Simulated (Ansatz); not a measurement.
A ladder of methods for AlF3 (SMILES F[Al](F)F)

AlF3 has 4 atoms, charge 0, and is taken as a singlet. SMILES: `F[Al](F)F`. Geometry: optimised at wB97X-V/def2-SVP.

```xyz
4

F     0.8684   -0.7301    1.1923
Al   -0.0002    0.0002    0.0003
F    -1.4556   -0.6189   -0.4549
F     0.5874    1.3489   -0.7377
```

Quantity: the dissociation energy of the F3–Al2 bond into doublet F and doublet AlF2 (shapes relaxed at wB97X-V/def2-SVP, no zero-point term), in eV. The values are calculated.

```
             level                 kind  program  value (eV)
     HF/def2-TZVPP         Hartree–Fock   Ansatz        5.03
   BLYP/def2-TZVPP                  GGA   Ansatz        6.58
    PBE/def2-TZVPP                  GGA   Ansatz        6.62
 r2SCAN/def2-TZVPP             meta-GGA   Ansatz        6.59
  B3LYP/def2-TZVPP        global hybrid   Ansatz        6.55
PBE0-D4/def2-TZVPP        global hybrid   Ansatz        6.47
RPA@PBE/def2-TZVPP                  RPA   Ansatz        6.15
    MP2/def2-TZVPP  perturbation theory   Ansatz        6.97
```

The values span 5.03 to 6.97 eV. Hartree–Fock misses the correlation of the electron pair that is broken and comes out low. Measured bond enthalpies also hold zero-point and thermal terms, a few tenths of an eV less.
